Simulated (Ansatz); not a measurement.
C₂H₇BO₂, SMILES `CBOCO`. Charge 0, multiplicity 1.

```xyz
12

C     2.0016    0.3353    0.6241
B     0.5086   -0.1099    0.5977
O    -0.1519   -0.1744   -0.5830
C    -1.5227   -0.5008   -0.6391
O    -2.3042    0.6351   -0.7719
H     2.1090    1.2297    1.2487
H     2.4107    0.5495   -0.3648
H     2.6204   -0.4299    1.1054
H    -0.0892   -0.4126    1.6004
H    -1.8365   -0.9879    0.2874
H    -1.6436   -1.1825   -1.4884
H    -2.1023    1.0485   -1.6165
```

Q: Give the diagnostics of a CCSD(T)/def2-TZVPP run (frozen core, the Gaussian-basis code of Ansatz). (An estimate is asked.)

A: Computed: T1 = 0.0124, largest single amplitude 0.020, largest double 0.013, (T) share of the correlation energy 3.6 %, 9 CCSD cycles. The RHF solution is stable towards an unrestricted one. T1 lies under the customary mark of 0.02 for closed shells.
